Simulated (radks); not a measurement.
The numbers below are computed, except where a source is named.
Fractional charge and spin in the 5s shell of promethium: the spin-up occupation runs from 0 to 1 and the spin-down occupation from 0 to 1; the fullest corner is Pm3+, [Kr] 4d10 4f(up 2, down 2) 5p6 5s(up 1, down 1). Code: a radial shooting solver on a logarithmic mesh with Libxc functionals. Model: scalar-relativistic Kohn-Sham, PBEsol, spin-polarised, spherical densities, point nucleus. Energy (eV) minus the two flat planes that join the four corners (they meet along the diagonal where the two added fractions sum to one electron); zero is where a piecewise linear energy would lie.

\begin{tabular}{lrrrrr}
down \ up & 0 & 0.25 & 0.5 & 0.75 & 1 \\ \hline
0 & 0.000 & -1.373 & -1.826 & -1.366 & 0.000 \\
0.25 & -1.373 & -1.762 & -1.242 & 0.183 & -1.315 \\
0.5 & -1.826 & -1.242 & 0.244 & -1.196 & -1.749 \\
0.75 & -1.366 & 0.183 & -1.196 & -1.690 & -1.307 \\
1 & 0.000 & -1.315 & -1.749 & -1.307 & 0.000 \\
\end{tabular}

Corners above the fullest one (they belong to Pm4+ and the next ion): (up 1, down 0) 76.244 eV, (up 0, down 1) 76.244 eV, (up 0, down 0) 167.77 eV. With half an added electron in each spin the energy lies 0.244 eV from the planes, and with half an added electron in spin up alone -1.826 eV. The planes are only a guide here: the flat-plane condition holds for ground states with one frontier orbital, while this shell lies below other occupied shells, so the corners above the fullest one are inner-hole states and not the ground states of those ions.
